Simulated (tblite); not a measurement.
Problem. What does the GFN2-xTB structure of `N(/[Si](C)(Cl)C)=C/C` look like in three dimensions?

Solution. 
```xyz
17
C4H10ClNSi angstrom
C      2.6870   -0.2000   -0.4810
C      1.8450   -0.0273    0.7346
N      0.5975    0.0458    0.8099
Si    -0.7758    0.0135   -0.2182
C     -1.8309   -1.4507    0.3697
C     -1.6322    1.6920    0.0108
Cl    -0.4612   -0.2385   -2.2429
H      3.3676    0.6457   -0.5685
H      3.2935   -1.0983   -0.3753
H      2.0758   -0.2722   -1.3746
H      2.4013    0.0436    1.6737
H     -1.9632   -1.4191    1.4454
H     -2.8142   -1.4292   -0.0896
H     -1.3695   -2.4008    0.1185
H     -1.0198    2.5063   -0.3644
H     -1.8282    1.8803    1.0605
H     -2.5798    1.7208   -0.5183
```

Any rigid rotation of these coordinates is as good. Atoms count from 1 in this order. Si4 (chlorine-bound silicon) is distorted tetrahedral (angles from 105.8° to 117.9°). N3 (C=N nitrogen) is bent (angle 139.5°). Of the pairs four or more bonds apart, Cl7···H10 is among the closest relative to their van der Waals radii: 2.68 Å, 91 % of the sum of Bondi's values.

Bonds between heavy atoms (Å): C1–C2 1.489, C2=N3 1.252, N3–Si4 1.716, Si4–C5 1.898, Si4–C6 1.898, Si4–Cl7 2.064.

Computed geometry: GFN2-xTB, gas phase.

Point group: near Cs, missed by 0.11 Å at most; the miss may be what the optimiser left on a soft mode. Its GFN2-xTB frequencies are all real (lowest 32 cm⁻¹). One conformer, not necessarily the lowest (C2–N3–Si4–C5 121°). 3 starts were optimised and ended at 0.00, 0.78 and 1.13 kcal/mol (GFN2-xTB); the lowest of these is shown.
